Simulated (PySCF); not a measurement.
## Two-component Hartree-Fock for Se³²⁺ (selenium, charge +32)

Start: 1s2. Calculated with PySCF 2.14 in an even-tempered Gaussian basis (17 s from 5.2 bohr⁻², ratio 2.6; 11 p from 6.8 bohr⁻², ratio 2.6; 6 d from 7 bohr⁻², ratio 2.8; 3 f from 310 bohr⁻², ratio 2.8): generalised Hartree-Fock with the X2C-1e Hamiltonian and a Gaussian nucleus; spin-orbit coupling (SO) screened by Boettger's factors.

```json
{"spinor shell": "1s1/2", "electrons": "2", "ε, screened SO (eV)": "-15383.8", "weight of nominal j (screened SO)": "1.000", "rms radius, screened SO (bohr)": "0.0503"}
```

```csv
quantity,screened SO
E (hartree),-1152.45142
M_J,0
⟨J²⟩,0.000
⟨L²⟩,0.000
⟨S²⟩,0.000
```
